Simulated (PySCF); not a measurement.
Mg(Br)(OH) (BrHMgO), SMILES [OH][Mg][Br]. Geometry optimised at B3LYP-D3(BJ)/def2-TZVP. One conformer was computed; it need not be the lowest.

Calculation: B3LYP-D3(BJ)/def2-TZVP (PySCF).

Harmonic wavenumbers (cm⁻¹): 97, 134, 135, 314, 826, 4019. Rotational constants (GHz): 7428, 1.732, 1.732; symmetry number 1.

Q: Work out the zero-point energy and the ideal-gas rigid-rotor harmonic-oscillator thermochemistry at 298.15 K and 1 atm.

A: ZPE = ½ Σ hcν = ½ × 5526 cm⁻¹ = 7.90 kcal/mol. H − E(el) = 11.87 kcal/mol. Entropy in cal/(mol K): translation 40.29, rotation 20.21, vibration 10.80, total 71.30. G − E(el) = -9.38 kcal/mol. Cp = 15.99 cal/(mol K). Modes under 150 cm⁻¹ make the vibrational entropy uncertain.
